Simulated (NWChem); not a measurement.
Molecule: bromine (Br₂); SMILES BrBr

Results from NWChem. The geometry was optimised at PBE0/def2-SVP.

Task: What does the run give for LDA (Slater exchange, VWN5)/def2-TZVPD? Quantities: highest occupied level (eV); orbital gap (eV).

Result: highest occupied level (eV): -7.02
orbital gap (eV): 2.20
